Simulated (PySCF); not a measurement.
Exercise with solution: oscillator strength and radiative lifetime

CH9OSbSi2, SMILES C[O][Sb]([SiH3])[SiH3].

Geometry: r2SCAN-D4/def2-SVP. The def2 effective core potentials stand for the cores of Sb; spin–orbit coupling is left out. The values are those of a single conformer.

PySCF with TDDFT-PBE0/def2-SVPD puts the first singlet state with f over 0.02 at 5.18 eV (vertical), with the transition dipole (-0.785, 0.107, -0.070) in atomic units.

Problem. Find the oscillator strength, the wavelength and the radiative lifetime that this transition would have in vacuum if emission retraced absorption.

Solution. 
|μ|² = 0.6326 au, so |μ| = 2.02 D. ΔE = 5.18/27.211 = 0.1904 hartree. f = (2/3) ΔE |μ|² = 0.080 (the program prints 0.080).
λ = 1239.84/5.18 = 239 nm; ν = 41779 cm⁻¹.
Einstein's coefficient A = 0.6670 ν² f s⁻¹ (ν in cm⁻¹) = 9.3e7 s⁻¹, so τ = 1/A = 11 ns. This state is S3; the lower singlets have f = 0.009, 0.016. The figure is the radiative limit of this one transition; relaxation, internal conversion, crossing to triplets and a medium change what is measured.
